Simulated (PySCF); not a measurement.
# Ionisation energy of Se by level of theory

Se [Ar] 3d10 4s2 4p4 (3P) → Se⁺ [Ar] 3d10 4s2 4p3 (4S), as a difference of total energies. All numbers are calculated (PySCF 2.14, scalar relativity through the core potential, in cc-pVTZ-PP with ECP10MDF). Correlated levels: valence: 3s2 3p6 3d10 frozen. The calculations carry no spin-orbit coupling.

| method | ionisation energy (eV) |
| --- | --- |
| UHF | 8.549 |
| PBE | 9.601 |
| B3LYP | 9.789 |
| MP2 (valence) | 9.218 |
| SCS-MP2 (valence) | 9.283 |
| CCSD (valence) | 9.331 |
| CCSD(T) (valence) | 9.359 |

**Question.** How much does correlation contribute at CCSD(T) (valence)?

**Answer.** 9.359 − (8.549) = 0.810 eV, measured against UHF.

Errors of the correlated levels include the incompleteness of this basis and the frozen core.

For comparison: 9.635 eV (measured; NIST levels, between the centres of gravity of the two terms).
